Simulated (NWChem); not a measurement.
System: SiOH, doublet; SMILES [SiH]=O

Here is an NWChem input.

```
start job
memory heap 200 mb stack 900 mb global 1100 mb
geometry units angstroms noautoz
  O     -0.057603    -1.025260     0.000000
  Si     0.164965     0.498836     0.000000
  H     -1.059680     1.425917     0.000000
end
basis spherical
  * library 6-31g*
end
dft
  odft
  mult 2
  xc b3lyp
  iterations 150
end
tddft
  cis
  nroots 8
end
task tddft energy
```

Parts of the log:

```
             Northwest Computational Chemistry Package (NWChem) 7.3.0
             --------------------------------------------------------

 CS  symmetry detected

                             Geometry "geometry" -> ""
                             -------------------------

 Output coordinates in angstroms (scale by  1.889725989 to convert to a.u.)

  No.       Tag          Charge          X              Y              Z
 ---- ---------------- ---------- -------------- -------------- --------------
    1 O                    8.0000    -0.01548420    -1.03824354     0.00000000
    2 Si                  14.0000     0.09423141     0.49810525     0.00000000
    3 H                    1.0000    -1.19536621     1.33247480     0.00000000

 Effective nuclear repulsion energy (a.u.)      44.9010431812

      Symmetry information
      --------------------

 Group name             Cs
 Group number              2
 Group order               2
 No. of unique centers     3

                                 NWChem DFT Module
                                 -----------------

 Summary of "ao basis" -> "ao basis" (spherical)
 ------------------------------------------------------------------------------
       Tag                 Description            Shells   Functions and Types
 ---------------- ------------------------------  ------  ---------------------
 O                           6-31g*                  6       14   3s2p1d
 Si                          6-31g*                  8       18   4s3p1d
 H                           6-31g*                  2        2   2s

      Symmetry analysis of basis
      --------------------------

        a'         25
        a"          9

            General Information
            -------------------
          SCF calculation type: DFT
          Wavefunction type:  spin polarized.
          No. of atoms     :     3
          No. of electrons :    23
           Alpha electrons :    12
            Beta electrons :    11
          Charge           :     0
          Spin multiplicity:     2
          Use of symmetry is: off; symmetry adaption is: on
          Maximum number of iterations: 150
          AO basis - number of functions:    34
                     number of shells:    16
          Convergence on energy requested:  1.00D-06
          Convergence on density requested:  1.00D-05
          Convergence on gradient requested:  5.00D-04

              XC Information
              --------------
                         B3LYP Method XC Potential
                     Hartree-Fock (Exact) Exchange  0.200
                        Slater Exchange Functional  0.800 local
                    Becke 1988 Exchange Functional  0.720 non-local
              Lee-Yang-Parr Correlation Functional  0.810
                  VWN I RPA Correlation Functional  0.190 local

             Grid Information
             ----------------
          Grid used for XC integration:  medium
          Radial quadrature: Mura-Knowles
          Angular quadrature: Lebedev.
          Tag              B.-S. Rad. Rad. Pts. Rad. Cut. Ang. Pts.
          ---              ---------- --------- --------- ---------
          O                   0.60       49           8.0       434
          Si                  1.10       88           7.0       590
          H                   0.35       45           7.0       434
          Grid pruning is: on
          Number of quadrature shells:   182
          Spatial weights used:  Erf1

      Superposition of Atomic Density Guess
      -------------------------------------

 Sum of atomic energies:        -364.06989229

      Non-variational initial energy
      ------------------------------

 Total energy =    -364.160162
 1-e energy   =    -593.211102
 2-e energy   =     184.149897
 HOMO         =      -0.178198
 LUMO         =      -0.036818

   Symmetry analysis of molecular orbitals - initial alpha
   -------------------------------------------------------

  Numbering of irreducible representations:

     1 a'          2 a"

  Orbital symmetries:

     1 a'          2 a'          3 a'          4 a'          5 a'
     6 a"          7 a'          8 a'          9 a'         10 a"
    11 a'         12 a'         13 a"         14 a'         15 a'
    16 a'         17 a'         18 a"         19 a'         20 a"
    21 a'         22 a"

   Symmetry analysis of molecular orbitals - initial beta
   ------------------------------------------------------

  Numbering of irreducible representations:

     1 a'          2 a"

  Orbital symmetries:

[...]

                                NWChem TDDFT Module
                                -------------------

            General Information
            -------------------
           No. of orbitals :      68
            Alpha orbitals :      34
             Beta orbitals :      34
        Alpha frozen cores :       0
         Beta frozen cores :       0
     Alpha frozen virtuals :       0
      Beta frozen virtuals :       0
         Spin multiplicity :       2
    Number of AO functions :      34
        Use of symmetry is : off
      Symmetry adaption is : on
         Schwarz screening :  0.10D-07

              XC Information
              --------------
                  B3LYP Method XC Potential
              Hartree-Fock (Exact) Exchange   0.20
                 Slater Exchange Functional   0.80 local
             Becke 1988 Exchange Functional   0.72 non-local
       Lee-Yang-Parr Correlation Functional   0.81
           VWN I RPA Correlation Functional   0.19 local

             TDDFT Information
             -----------------
          Calculation type : Tamm-Dancoff TDDFT
         Wavefunction type : Unrestricted
          No. of electrons :      23
           Alpha electrons :      12
            Beta electrons :      11
              No. of roots :       8
          Max subspacesize :    5600
            Max iterations :     100
               Target root :       1
           Target symmetry : none
      Symmetry restriction : off
                 Algorithm : Optimal
        Davidson threshold :  0.10D-03

    8 smallest eigenvalue differences (eV)
--------------------------------------------------------
  No. Spin  Occ  Vir  Irrep   E(Occ)    E(Vir)   E(Diff)
--------------------------------------------------------
    1    1   12   13 a"       -0.250    -0.084     4.520
    2    2   11   12 a'       -0.309    -0.141     4.562
    3    2   10   12 a"       -0.325    -0.141     5.012
    4    2    9   12 a'       -0.357    -0.141     5.875
    5    2   11   13 a"       -0.309    -0.069     6.520
    6    1   11   13 a'       -0.332    -0.084     6.737
    7    1   10   13 a"       -0.336    -0.084     6.860
    8    2   10   13 a'       -0.325    -0.069     6.970
--------------------------------------------------------

  Entering Davidson iterations
  Unrestricted

  Iter   NTrls   NConv    DeltaV     DeltaE      Time
  ----  ------  ------  ---------  ---------  ---------
    1      8       0     0.35E+00   0.10+100        1.8
    2     16       0     0.12E+00   0.11E+00        2.0
    3     24       0     0.68E-01   0.54E-01        1.9
    4     32       1     0.17E-01   0.14E-01        2.6
    5     39       7     0.32E-02   0.36E-03        2.9
    6     40       7     0.26E-03   0.66E-05        1.8
    7     41       8     0.57E-04   0.28E-07        1.7
  ----  ------  ------  ---------  ---------  ---------
  Convergence criterion met

  Ground state a'       -365.259130735208 a.u.
  <S2> =   0.7557

  ----------------------------------------------------------------------------
  Root   1         a"             0.108152798 a.u.                2.9430 eV
  <S2> =   0.7694
  ----------------------------------------------------------------------------
     Transition Moments    X -0.00000   Y -0.00000   Z  0.34681
     Dipole Oscillator Strength                    0.0086720646
     Electric Quadrupole                           0.0000000083
     Magnetic Dipole                               0.0000004827
     Total Oscillator Strength                     0.0086725556

     Occ.   12 alpha a'  ---  Virt.   13 alpha a"      -0.90881
     Occ.    8 beta  a'  ---  Virt.   13 beta  a"       0.05917
     Occ.   10 beta  a"  ---  Virt.   12 beta  a'       0.39376
     Occ.   11 beta  a'  ---  Virt.   13 beta  a"       0.10855
  ----------------------------------------------------------------------------
  Root   2         a'             0.111204820 a.u.                3.0260 eV
  <S2> =   0.7874
  ----------------------------------------------------------------------------
     Transition Moments    X  0.38728   Y  0.35426   Z  0.00000
     Dipole Oscillator Strength                    0.0204233987
     Electric Quadrupole                           0.0000000041
     Magnetic Dipole                               0.0000001014
     Total Oscillator Strength                     0.0204235042

     Occ.   10 alpha a'  ---  Virt.   15 alpha a'       0.05600
     Occ.   11 alpha a"  ---  Virt.   13 alpha a"       0.24996
     Occ.    9 beta  a'  ---  Virt.   12 beta  a'       0.14911
     Occ.   10 beta  a"  ---  Virt.   13 beta  a"       0.10029
     Occ.   11 beta  a'  ---  Virt.   12 beta  a'      -0.94261
  ----------------------------------------------------------------------------
  Root   3         a"             0.116316429 a.u.                3.1651 eV
  <S2> =   0.7807
  ----------------------------------------------------------------------------
     Transition Moments    X -0.00000   Y  0.00000   Z -0.41357
     Dipole Oscillator Strength                    0.0132629901
     Electric Quadrupole                           0.0000000046
     Magnetic Dipole                               0.0000002340
     Total Oscillator Strength                     0.0132632286

[...]
```

Level: B3LYP/6-31G* (spherical d), spin-unrestricted, TDA. In the optimisation the excess spin sits in a' (Cs, its own frame). Geometry: optimised at PBE0/def2-SVP, spin-unrestricted. No stability test was run on the SCF state.
